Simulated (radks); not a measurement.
Dispersion coefficients C6 (hartree bohr^6) between ground-configuration atoms and ions, from the Casimir-Polder integral (3/pi) of alpha_A(iw) alpha_B(iw). All-electron calculation, scalar-relativistic Kohn-Sham, LDA (Slater exchange, Perdew-Wang correlation), spin-polarised, spherical densities, finite nucleus; open shells are filled with parallel spins first (spin-orbit coupling, left out, can overturn this in heavy ions); Fermi nuclear charge, rms radius of each element as measured or else 0.836 A^(1/3) + 0.57 fm. Program: a radial shooting solver on a logarithmic mesh with Libxc functionals. Response by self-consistent Sternheimer equations with the Hartree and adiabatic LDA kernel, the relativistic mass of each level held fixed and spin-orbit coupling left out. For heavy and open-shell atoms this level of theory can miss by tens of per cent.

\begin{tabular}{lrrrrrr}
C6 & C & Sm & Ge & Ar & Pb3+ & Ba+ \\ \hline
C & 54.13 &  &  &  &  &  \\
Sm & 337.4 & 2768 &  &  &  &  \\
Ge & 141.1 & 968.3 & 381.3 &  &  &  \\
Ar & 60.50 & 343.9 & 152.1 & 70.68 &  &  \\
Pb3+ & 46.10 & 250.7 & 113.6 & 55.92 & 47.09 &  \\
Ba+ & 224.6 & 1779 & 634.4 & 233.7 & 173.2 & 1150 \\
\end{tabular}

Static polarisabilities (bohr^3): C ([He] 2s2 2p2) 13.38, Sm ([Xe] 4f6 6s2) 174.4, Ge ([Ar] 3d10 4s2 4p2) 44.39, Ar ([Ar]) 12.03, Pb3+ ([Xe] 4f14 5d10 6s1) 8.271, Ba+ ([Xe] 6s1) 110.6. The combination rule 2 Ca Cb / ((alpha_b/alpha_a) Ca + (alpha_a/alpha_b) Cb) gives 1784 for Sm-Ba+, against 1779 from the integral.
